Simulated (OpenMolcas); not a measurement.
**O²⁺: effect of the basis set**

* Program: OpenMolcas 26.06
* Method: XMS-CASPT2, IPEA 0.25 Eh, imaginary shift 0.1 Eh (closed shells correlated: 1s)
* Active space: 4 electrons in 4 orbitals (2s 2p)
* State averaging: 2S+1 = 3 even, 6 roots; 2S+1 = 1 even, 11 roots; 2S+1 = 5 odd, 1 root; 2S+1 = 3 odd, 9 roots; 2S+1 = 1 odd, 8 roots
* Spin-orbit coupling: state interaction with AMFI integrals over the reference wave functions, term energies averaged over their components

A. ANO-R1 [3s2p1d], X2C, finite nucleus; CASPT2 step roughly 1.6 core-seconds
B. ANO-RCC-VTZP [4s3p2d1f], DKH2, point nucleus; CASPT2 step about 2.3 core-seconds
C. ANO-R3 [4s4p2d1f], X2C, finite nucleus; CASPT2 step roughly 3 core-seconds

Energies in cm⁻¹ above 2s² 2p² ³P₀, the measured ground level; measured values from Moore, Selected Tables of Atomic Spectra, NSRDS-NBS 3, section 11.

```json
{"Level": "2s² 2p² ³P₀", "A": "0.0", "B": "0.0", "C": "0.0", "Measured": "0.0"}
{"Level": "2s² 2p² ³P₁", "A": "103", "B": "106", "C": "103", "Measured": "113"}
{"Level": "2s² 2p² ³P₂", "A": "305", "B": "312", "C": "305", "Measured": ""}
{"Level": "2s² 2p² ¹D₂", "A": "21770", "B": "20700", "C": "20540", "Measured": "20273"}
{"Level": "2s² 2p² ¹S₀", "A": "46460", "B": "44540", "C": "44240", "Measured": "43186"}
{"Level": "2s 2p³ ⁵S°₂", "A": "56300", "B": "59390", "C": "59380", "Measured": "60325"}
{"Level": "2s 2p³ ³D°₂", "A": "119400", "B": "120170", "C": "119790", "Measured": ""}
{"Level": "2s 2p³ ³D°₁", "A": "119400", "B": "120170", "C": "119790", "Measured": ""}
{"Level": "2s 2p³ ³D°₃", "A": "119400", "B": "120170", "C": "119790", "Measured": ""}
{"Level": "2s 2p³ ³P°₀", "A": "143920", "B": "143900", "C": "143380", "Measured": ""}
{"Level": "2s 2p³ ³P°₁", "A": "143920", "B": "143900", "C": "143380", "Measured": ""}
{"Level": "2s 2p³ ³P°₂", "A": "143920", "B": "143900", "C": "143380", "Measured": ""}
{"Level": "2s 2p³ ¹D°₂", "A": "190120", "B": "190700", "C": "189840", "Measured": "187054"}
{"Level": "2s 2p³ ³S°₁", "A": "197900", "B": "200280", "C": "199280", "Measured": "197088"}
{"Level": "2s 2p³ ¹P°₁", "A": "214560", "B": "213930", "C": "212920", "Measured": "210462"}
{"Level": "2p⁴ ³P₂", "A": "282860", "B": "285310", "C": "284550", "Measured": "283760"}
{"Level": "2p⁴ ³P₁", "A": "283060", "B": "285520", "C": "284750", "Measured": "283977"}
{"Level": "2p⁴ ³P₀", "A": "283160", "B": "285620", "C": "284850", "Measured": "284072"}
```

Deviations, from unrounded energies. A percentage is the sum of absolute deviations over the sum of measured energies, with the sign that they share, or ± where signs differ.

```json
{"Against measurement": "mean absolute deviation (cm-1)", "Levels": "10", "A": "2000", "B": "1800", "C": "1200"}
{"Against measurement": "fine structure of the ground term (%)", "Levels": "1", "A": "-8.8", "B": "-6.5", "C": "-8.6"}
{"Against measurement": "other terms of the ground configuration (%)", "Levels": "2", "A": "+7.5", "B": "+2.8", "C": "+2.1"}
{"Against measurement": "other configurations (%)", "Levels": "7", "A": "±1.0", "B": "±1.1", "C": "±0.7"}
```

C lies closest to measurement on these levels and A furthest from it. The largest miss of C in the table is 2s 2p³ ¹D°₂, by +2800 cm-1. The ranking rests on the paired levels alone, and a cruder setting can come out closer through cancelling errors.

Among A to C the level of the table that moves most is 2s 2p³ ⁵S°₂, by 3100 cm-1 (lowest in A, highest in B). Moves below CASPT2's spread within the term are not significant.

Term energies are means over components that CASPT2 splits; among the terms shown or strongly mixed into the levels shown the widest spread is 770 cm-1 (2s 2p³ ¹D°, C). Over all roots computed the reference weight is 0.94 to 0.99 in B, 0.94 to 0.99 in C; the roots of lowest weight are the least certain, and an intruder state may touch them. Computed and measured levels are paired by configuration, term and J; levels that our copy of the source lacks, or whose pairing is in doubt (as where it misses far off the trend of its configuration), stay unpaired and out of the deviations. Levels of configurations outside the active space are missing. Levels that lie high or do not pair safely by name in every column are left out.

° marks odd parity.
